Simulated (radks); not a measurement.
Q: The hafnium ion Hf5+ is in [Xe] 4f13. Calculated with a radial shooting solver on a logarithmic mesh with Libxc functionals: scalar-relativistic Kohn-Sham, r2SCAN, spin-polarised, spherical densities, finite nucleus; meta-GGA in the generalised Kohn-Sham scheme; Fermi nuclear charge, rms radius of each element as measured or else 0.836 A^(1/3) + 0.57 fm. Open shells are filled with parallel spins first. One electron is removed from 5s, 5p, 4f, 4d in turn, with full relaxation. Which removal costs least, and what does each cost?

A: 4f 93.949 eV; 5p 102.77 eV; 5s 137.64 eV; 4d 289.14 eV. The 4f electron leaves first.
